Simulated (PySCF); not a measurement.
CH2F2O2Si, SMILES O=C(O)[SiH](F)F. Heavy atoms are numbered as in [O:1]=[C:2]([OH:3])[SiH:4]([F:5])[F:6]. Hydrogens are named by the atom that carries them.

Geometry: B3LYP-D3(BJ)/def2-SVP. This is a generated structure with no PubChem entry under its InChIKey; it may be hypothetical. Other conformers were not sampled.

All values below come from M06-2X/def2-TZVP in PySCF.

ESP charges are fitted to the potential on shells at 1.4 to 2.0 van der Waals radii. Atomic charges (e), one atom of each kind:

```csv
atom,Mulliken,ESP fit,Löwdin
O1,-0.29,-0.45,0.12
C2,0.17,0.45,-0.58
O3 (OH),-0.39,-0.60,0.08
Si4 (SiH),0.81,0.77,0.19
F5,-0.31,-0.28,0.01
H on O3,0.33,0.46,0.20
H on Si4,-0.01,-0.07,-0.03
```

Q: Give the Mayer and Wiberg (Löwdin basis) orders of the bonds. (Estimate from the structure and the level; the computed values follow.)

A: 
```tsv
bond	Mayer	Wiberg
O1–C2	2.01	2.74
C2–O3	1.14	1.83
C2–Si4	0.90	0.96
Si4–F5	1.10	1.71
Si4–F6	1.10	1.71
```
